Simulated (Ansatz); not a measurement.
A structure relaxed at PBE0-D4/def2-TZVP, charge 0, multiplicity 1:

Cartesian coordinates in Å:
```
C 0.930 1.491 1.417
Se 1.803 -0.157 0.817
Ge -0.110 -1.149 -0.062
C -0.808 -0.498 -1.741
F 0.311 -2.817 -0.280
Cl -1.696 -1.109 1.396
H 1.694 2.044 1.960
H 0.105 1.252 2.084
H 0.589 2.082 0.570
H -1.680 -1.093 -2.015
H -1.100 0.547 -1.638
H -0.038 -0.590 -2.507
```

**Question.** Give its formula and SMILES.

**Answer.** C2H6ClFGeSe, `C[Se][Ge]([CH3])([F])[Cl]`.

**Question.** Summarise the bond lengths by kind.

**Answer.** 1 × C–Se 1.959 Å; 6 × C–H 1.088 to 1.090 Å; 1 × Ge–Se 2.327 Å; 1 × C–Ge 1.931 Å; 1 × F–Ge 1.734 Å; 1 × Cl–Ge 2.154 Å.

Computed with Ansatz.
